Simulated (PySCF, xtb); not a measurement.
CH2NO, SMILES O=[C]N, multiplicity 2. The values are those of a single conformer.

Harmonic wavenumbers (cm⁻¹) from GFN2-xTB in xtb at its own minimum, in rising order: 405, 475, 567, 1028, 1260, 1445, 1876, 3165, 3506.

Question: What does PBE0-D3(BJ)/def2-TZVP (PySCF 2.14.0) give at its own minimum? (Estimate from the structure and the level; the computed values follow.)

Answer: 299, 534, 639, 1105, 1254, 1609, 1903, 3523, 3736. Paired by order, the mean absolute difference is 122 cm⁻¹ and the zero-point energies are 19.6 and 20.9 kcal/mol.
